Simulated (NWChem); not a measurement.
System: BeH$_{2}$; SMILES [BeH2]

```xyz
3

Be     0.0000     0.0000     0.0000
H      0.0000     0.0000     1.3390
H      0.0000     0.0000    -1.3390
```
Atoms are numbered in this order, from 1.

Computed with NWChem. Geometry: optimised at PBE0/def2-SVP. Vertical excitations in the gas phase; the lowest state need not have the same character in each row.

| level | lowest excitation, singlet (eV) | oscillator strength of that lowest state | lowest state with f > 0.02, singlet (eV) | oscillator strength of that bright state | orbital gap (eV) |
|---|---|---|---|---|---|
| PBE/aug-cc-pVDZ, full TDDFT | 5.93 | 0.000 | 7.41 | 0.268 | 5.83 |
| B3LYP/aug-cc-pVDZ, full TDDFT | 6.22 | 0.000 | 7.88 | 0.300 | 7.54 |
| LRC-wPBEh/aug-cc-pVDZ, full TDDFT | 6.27 | 0.000 | 8.29 | 0.026 | 11.05 |
| BHandHLYP/aug-cc-pVDZ, full TDDFT | 6.55 | 0.000 | 8.77 | 0.033 | 9.89 |
